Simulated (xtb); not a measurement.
xtb input (GFN2-xTB):

```bash
xtb mol.xyz --gfn 2 --ohess tight --chrg 1 --uhf 0
```
mol.xyz:
```
3

Y      1.08234880     0.14560851    -0.19027816
F     -0.86484489     1.15641270    -0.91754247
F     -0.23470277    -1.28162478     1.07261436
```

Output:

```
           -------------------------------------------------
          |                Calculation Setup                |
           -------------------------------------------------

           -------------------------------------------------
          |                 G F N 2 - x T B                 |
           -------------------------------------------------

        Reference                      10.1021/acs.jctc.8b01176
      * Hamiltonian:
        H0-scaling (s, p, d)           1.850000    2.230000    2.230000
        zeta-weighting                 0.500000
      * Dispersion:
        s8                             2.700000
        a1                             0.520000
        a2                             5.000000
        s9                             5.000000
      * Repulsion:
        kExp                           1.500000    1.000000
        rExp                           1.000000
      * Coulomb:
        alpha                          2.000000
        third order                    shell-resolved
        anisotropic                    true
        a3                             3.000000
        a5                             4.000000
        cn-shift                       1.200000
        cn-exp                         4.000000
        max-rad                        5.000000

          ...................................................
          :                      SETUP                      :
          :.................................................:
          :  # basis functions                  18          :
          :  # atomic orbitals                  17          :
          :  # shells                            7          :
          :  # electrons                        16          :
          :  max. iterations                   250          :
          :  Hamiltonian                  GFN2-xTB          :
          :  restarted?                      false          :
          :  GBSA solvation                  false          :
          :  PC potential                    false          :
          :  electronic temp.          300.0000000     K    :
          :  accuracy                    1.0000000          :
          :  -> integral cutoff          0.2500000E+02      :
          :  -> integral neglect         0.1000000E-07      :
          :  -> SCF convergence          0.1000000E-05 Eh   :
          :  -> wf. convergence          0.1000000E-03 e    :
          :  Broyden damping             0.4000000          :
          :  net charge                          1          :
          :  unpaired electrons                  0          :
          ...................................................

 iter      E             dE          RMSdq      gap      omega  full diag
   1     22.7380830  0.227381E+02  0.791E+01    5.17       0.0  T
   2     -8.3741308 -0.311122E+02  0.395E+01   54.63       1.0  T
   3     -8.6085267 -0.234396E+00  0.269E+01   31.57       1.0  T
   4     -8.6612404 -0.527137E-01  0.252E+01   28.28       1.0  T
   5     -8.5873846  0.738558E-01  0.340E+01   33.44       1.0  T
   6     29.9909220  0.385783E+02  0.959E+01    3.05       1.0  T
[...]
It seems to be the C2v point group
     2   9 F    1.424 --     1 Y    0.933     3 F    0.491
     3   9 F    1.424 --     1 Y    0.933     2 F    0.491
 ---------------------------------------------------------------------------

Topologies differ in total number of bonds
Writing topology from bond orders to xtbtopo.mol

molecular dipole:
                 x           y           z       tot (Debye)
 q only:        1.754       0.235      -0.310
   full:        2.615       0.344      -0.450       6.800
molecular quadrupole (traceless):
                xx          xy          yy          xz          yz          zz
 q only:        3.244       0.602      -1.589      -0.842      -0.448      -1.654
  q+dip:        5.317       1.203      -2.829      -1.486       0.420      -2.487
   full:        3.879       1.299      -2.478      -1.323       2.407      -1.401

           -------------------------------------------------
          |                Geometry Summary                 |
           -------------------------------------------------

      molecular mass/u    :      126.9026466
   center of mass at/Å    :        0.5573381       0.0777787      -0.1034253
  moments of inertia/u·Å² :        0.6523005E+02   0.8524876E+02   0.1504788E+03
rotational constants/cm⁻¹ :        0.2584335E+00   0.1977464E+00   0.1120266E+00

           -------------------------------------------------
          |               Frequency Printout                |
           -------------------------------------------------
 projected vibrational frequencies (cm⁻¹)
eigval :       -0.00    -0.00    -0.00     0.00     0.00     0.00
eigval :      124.50   254.76   315.60
 reduced masses (amu)
   1: 26.66   2: 60.16   3: 75.12   4: 50.61   5: 56.44   6: 21.94   7: 27.41   8: 31.52
   9: 30.86
 IR intensities (km·mol⁻¹)
   1:  2.90   2:  9.76   3: 12.44   4:  7.05   5:  5.34   6:  0.86   7:  3.00   8:  0.53
   9:  7.19
 Raman intensities (Ä⁴*amu⁻¹)
   1:  0.00   2:  0.00   3:  0.00   4:  0.00   5:  0.00   6:  0.00   7:  0.00   8:  0.00
   9:  0.00
 output can be read by thermo (or use thermo option).
 writing <g98.out> molden fake output.
 recommended (thermochemical) frequency scaling factor: 1.0
           -------------------------------------------------
          |             Thermodynamic Functions             |
           -------------------------------------------------

c2v symmetry found (for desy threshold:  0.10E+00) used in thermo

          ...................................................
          :                      SETUP                      :
          :.................................................:
          :  # frequencies                           3      :
          :  # imaginary freq.                       0      :
          :  linear?                             false      :
          :  only rotor calc.                    false      :
          :  symmetry                              c2v      :
          :  rotational number                       2      :
          :  scaling factor                  1.0000000      :
          :  rotor cutoff                   50.0000000 cm⁻¹ :
          :  imag. cutoff                  -20.0000000 cm⁻¹ :
          :.................................................:

    mode    ω/cm⁻¹     T·S(HO)/kcal·mol⁻¹    T·S(FR)/kcal·mol⁻¹   T·S(vib)
   ------------------------------------------------------------------------
       1    124.50    -0.90318 ( 97.46%)    -0.78589 (  2.54%)    -0.90021
       2    254.76    -0.50607 ( 99.85%)    -0.57398 (  0.15%)    -0.50617
   ------------------------------------------------------------------------

   temp. (K)  partition function   enthalpy   heat capacity  entropy
                                   cal/mol     cal/K/mol   cal/K/mol   J/K/mol
 298.15  VIB   4.00                  984.973      5.302      6.050
         ROT  0.349E+05              888.752      2.981     23.770
         INT  0.140E+06             1873.726      8.283     29.821
         TR   0.138E+28             1481.254      4.968     40.410
         TOT                        3354.9797    13.2510    70.2304   293.8441
Note: The following floating-point exceptions are signalling: IEEE_INVALID_FLAG IEEE_UNDERFLOW_FLAG IEEE_DENORMAL
normal termination of xtb

       T/K    H(0)-H(T)+PV         H(T)/Eh          T*S/Eh         G(T)/Eh
   ------------------------------------------------------------------------
    298.15    0.534650E-02    0.692953E-02    0.333687E-01   -0.264392E-01
   ------------------------------------------------------------------------

         :::::::::::::::::::::::::::::::::::::::::::::::::::::
         ::                  THERMODYNAMIC                  ::
         :::::::::::::::::::::::::::::::::::::::::::::::::::::
         :: total free energy         -10.247743522905 Eh   ::
         ::.................................................::
         :: total energy              -10.221304306577 Eh   ::
         :: zero point energy           0.001583025114 Eh   ::
         :: G(RRHO) w/o ZPVE           -0.028022241442 Eh   ::
         :: G(RRHO) contrib.           -0.026439216328 Eh   ::
         :::::::::::::::::::::::::::::::::::::::::::::::::::::

optimized geometry written to: xtbopt.xyz

           -------------------------------------------------
          | TOTAL ENERGY              -10.221304306577 Eh   |
          | TOTAL ENTHALPY            -10.214374781024 Eh   |
          | TOTAL FREE ENERGY         -10.247743522905 Eh   |
          | GRADIENT NORM               0.000061562340 Eh/α |
          | HOMO-LUMO GAP               1.843136781864 eV   |
           -------------------------------------------------

------------------------------------------------------------------------
------------------------------------------------------------------------
 total:
 SCF:
 ANC optimizer:
 analytical hessian:
```

The spin state was set by rule; other spins were not relaxed.
